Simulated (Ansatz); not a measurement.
Stretching the O2–H3 bond in H2O2Sn (SMILES [OH][Sn][OH]) (multiplicity 1 held, fragments rigid). Energies count from the point at 0.966 Å.
Geometry at that point (charge 0, multiplicity 1):
```
atom    x (Å)    y (Å)    z (Å)
----  -------  -------  -------
Sn    -0.0345  -0.0077   0.3736
O      0.5521   1.4446  -0.8426
H      0.5427   1.1769  -1.7709
O     -0.3244  -1.2738  -1.1536
H     -0.6369  -2.1588  -0.9385
```

Restricted levels (R-, RO-) in cc, def2 and unpolarised 6-31G sets keep to the state of the molecule at rest. U- levels take the lowest unrestricted solution at each point, which mixes spins at long bonds. Active spaces are followed from a long bond inwards. Curves can end on different states.

Cores are frozen in the correlated methods. Filled d and f shells under p-block atoms count as core.

Programs: Ansatz (an electronic-structure program) with Gaussian orbitals. Each number belongs to the level named beside it. In def2 rows elements past Kr take small-core potentials, without spin–orbit coupling.

### Question
Predict the energy at R = 3.092 Å from FIC-MRCISD+Q on CASSCF(4,3)/def2-TZVPP.

### Answer
121.7 kcal/mol

### Question
Estimate the energy at R = 3.092 Å that U-MP2/def2-TZVPP returns for this input.

### Answer
128.8 kcal/mol

### Question
What energy at R = 3.092 Å does R-B3LYP/def2-TZVPP give?

### Answer
158.6 kcal/mol

Doubts at one or more of the structures used: a restricted determinant that unrestricted orbitals would lower (R-B3LYP/def2-TZVPP); a spin-contaminated determinant (U-MP2/def2-TZVPP); active orbitals that take no part (FIC-MRCISD+Q on CASSCF(4,3)/def2-TZVPP).
